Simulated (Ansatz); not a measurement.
CH3AlCl, SMILES `[CH3][Al-][Cl]` (lower singlet) (charge -1, multiplicity 1). This singlet lies 1.34 eV below the relaxed triplet at the level frozen-core CCSD(T)/aug-cc-pVTZ // PBE0-D3(BJ)/def2-TZVPD (Ansatz, a program for electronic structure).

Level of theory: r2SCAN/aug-cc-pVTZ // PBE0-D3(BJ)/def2-TZVPD in Ansatz.

Ansatz 0.2 input:
```yaml
crystal:
  periodic: [false, false, false]
  atoms:
    - { symbol: C, position_ang: [-0.651178, -0.013039, -0.024575] }
    - { symbol: Al, position_ang: [1.015826, -1.143347, -0.328437] }
    - { symbol: Cl, position_ang: [2.529134, 0.497151, 0.236954] }
    - { symbol: H, position_ang: [-0.631991, 0.876245, -0.671249] }
    - { symbol: H, position_ang: [-1.577967, -0.565175, -0.226284] }
    - { symbol: H, position_ang: [-0.683823, 0.348166, 1.013591] }
basis:
  gaussian: { orbitals: aug-cc-pVTZ }
hamiltonian:
  xc: r2scan
total_charge: -1
```

Output:

```
Functional definition: r2SCAN
1085 factors; their error is unknown
mean field evaluation 1: about -20201.3058 eV, gradient 4.8e1 eV
mean field evaluation 2: about -20184.4439 eV, gradient 7.9e1 eV
mean field evaluation 4: about -20206.8446 eV, gradient 5.1e0 eV
mean field evaluation 8: about -20206.8902 eV, gradient 3.1e-1 eV
mean field evaluation 16: about -20206.8904 eV, gradient 2.4e-5 eV
mean field -20206.89037264 eV, -742.5895244722 hartree, gradient 2.4e-5 eV, S^2 0.000000; 0 other end points of the search recorded, 0 dependent functions left out
reference -20206.89039034 eV, -742.5895251228 hartree; 20, 20 occupied and 195, 195 virtual orbitals, 1085 factors
Total energy: -20206.89039034 eV, -742.5895251228 hartree
```
